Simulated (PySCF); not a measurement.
## Arsenic: a sound run and one with changed settings

Sound run: As+ [Ar] 3d10 4s2 4p2, As(2+) [Ar] 3d10 4s2 4p1. Computed with PySCF 2.14 in Sapporo-DKH3-DZP-2012, with scalar relativity by spin-free X2C-1e. In the sound run the correlated levels freeze [Ar] 3d10. The sound run starts from symmetry-adapted Hartree-Fock orbitals and uses a fine grid where one is needed.

A second run was set up differently.

```json
{"species": "As+", "method": "MP2", "sound run (hartree)": "-2258.66146", "changed run (hartree)": "-2258.62309", "converged": "yes"}
{"species": "As+", "method": "CCSD(T)", "sound run (hartree)": "-2258.67841", "changed run (hartree)": "-2258.62506", "converged": "yes"}
```

Ionisation energy of As+:

```json
{"method": "UHF", "sound run (eV)": "18.013", "changed run (eV)": "18.013"}
{"method": "MP2", "sound run (eV)": "18.296", "changed run (eV)": "18.133"}
{"method": "SCS-MP2", "sound run (eV)": "18.233", "changed run (eV)": "18.053"}
{"method": "CCSD", "sound run (eV)": "18.337", "changed run (eV)": "18.187"}
{"method": "CCSD(T)", "sound run (eV)": "18.345", "changed run (eV)": "18.187"}
{"method": "CCSDT", "sound run (eV)": "n/a", "changed run (eV)": "18.187"}
{"method": "FCI", "sound run (eV)": "n/a", "changed run (eV)": "18.187"}
```

(1) What was changed?
A. a valence shell is frozen
B. too few SCF iterations
C. level shift left on
D. minimal basis

Results:

(1) A. Freezing a valence shell removes pair correlation that changes on ionisation.
